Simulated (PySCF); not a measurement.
Isomers of CH10OSSi3. The calculation used PySCF, PBE0-D3(BJ)/def2-SVP geometry optimisation, gas phase. Energies are electronic, without zero-point or thermal terms, for one conformer each. No frequencies were run at this level. Point groups hold within 0.08 Å.

Question: Order them by energy at this level, lowest first, and give relative energies in kcal/mol.
A. `[CH3:1][S:2][SiH2:3][O:4][SiH2:5][SiH3:6]` with C1–S2–Si3–O4 -70°, S2–Si3–O4–Si5 -37°, Si3–O4–Si5–Si6 21°
B. `[CH3:1][S:2][Si@@H:3]([SiH3:4])[O:5][SiH3:6]` with C1–S2–Si3–Si4 174°, S2–Si3–O5–Si6 -39°

Answer: A (0.0), B (1.3).

Neighbours under 2.5 kcal/mol apart (CS[SiH2]O[SiH2][SiH3] and CS[Si@@H]([SiH3])O[SiH3]) can change places with a better method, another conformer or zero-point energy.

```json
{"SMILES": "CS[SiH2]O[SiH2][SiH3]", "E (Eh)": "-1384.99570", "E rel (kcal/mol)": "0.0", "dipole (D)": "1.25", "point group": "C1", "A, B, C (MHz)": "1793, 1088, 795.7"}
{"SMILES": "CS[Si@@H]([SiH3])O[SiH3]", "E (Eh)": "-1384.99356", "E rel (kcal/mol)": "1.3", "dipole (D)": "1.16", "point group": "C1", "A, B, C (MHz)": "1347, 1255, 751.4"}
```

Q: How do the relative energies change in single points at PBE0/pcSseg-1 (no added dispersion term) on the same geometries?

A: 
```tsv
SMILES	PBE0-D3(BJ)/def2-SVP (kcal/mol)	PBE0/pcSseg-1 (kcal/mol)	shift
CS[SiH2]O[SiH2][SiH3]	0.0	0.0	0.0
CS[Si@@H]([SiH3])O[SiH3]	1.3	0.2	-1.1
```

Each column counts from its own lowest isomer. The order is unchanged; the largest shift is 1.1 kcal/mol.

Q: As an exercise, what shares would exp(−E/RT) give at 500 K from these electronic energies alone (no entropy, no degeneracies)?

A: RT = 0.994 kcal/mol: CS[SiH2]O[SiH2][SiH3] 79.5 %, CS[Si@@H]([SiH3])O[SiH3] 20.5 %.
